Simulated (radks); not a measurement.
Values are calculated unless marked as measured or tabulated.
Ionisation of neutral barium, [Xe] 6s2, to [Xe] 6s1 as the strength of local exchange is varied. Code: a radial shooting solver on a logarithmic mesh with Libxc functionals. Model: Dirac Kohn-Sham, Slater X-alpha exchange (alpha = 2/3 is LDA exchange), no correlation, spin-unpolarised, spherical densities, finite nucleus; Fermi nuclear charge, rms radius 4.8378 fm.

| alpha | E(Ba) (hartree) | exchange (hartree) | IE (eV) | -e of the level emptied (eV) | <r> of it (bohr) |
|---|---|---|---|---|---|
| 0.815 | -8168.9273 | -228.9817 | 5.408 | 3.192 (6s1/2) | 4.647 |
| 0.848 | -8178.2039 | -238.5047 | 5.565 | 3.335 (6s1/2) | 4.598 |
| 0.851 | -8179.0477 | -239.3714 | 5.579 | 3.348 (6s1/2) | 4.594 |
| 0.978 | -8214.8429 | -276.2095 | 6.203 | 3.923 (6s1/2) | 4.420 |
| ? | -8127.4438 | -186.5126 | 4.730 | 2.582 (6s1/2) | 4.880 |

Which alpha was used in the last row?

Answer. alpha = 0.667. NIST Atomic Spectra Database: 5.212 eV (measured). The Delta-SCF value meets it near alpha = 0.77. Spin polarisation and multiplet splitting are left out, so open shells lie too high by an amount that depends on their filling.

Beside tabulated values, note that spin-unpolarised runs miss the spin-polarisation part of the exchange energy of open shells.
